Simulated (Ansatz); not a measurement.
Species: SiCl$_{2}$, net charge 1, doublet state. 
Geometry from a B3LYP-D3(BJ)/def2-TZVP (Ansatz, a quantum-chemistry and plane-wave program) optimisation:
```
Si
Cl 1 1.9766
Cl 1 1.9766 2 122.13
```
Charge +1, spin multiplicity 2.

Basis-set convergence of Hartree-Fock and MP2 correlation energies (hartree) with Ansatz. Correlated levels leave the core frozen unless marked. UHF or UKS for open shells. No spin-orbit coupling. Non-relativistic.

| basis | functions | E(HF) | E(corr, MP2) |
|---|---|---|---|
| aug-cc-pV(D+d)Z | 96 | -1207.70112 | -0.35391 |
| aug-cc-pV(T+d)Z | 165 | ___ | ___ |

**Question.** Complete the blanks.

**Answer.** 
- aug-cc-pV(T+d)Z, E(HF): -1207.74398
- aug-cc-pV(T+d)Z, E(corr, MP2): -0.45095
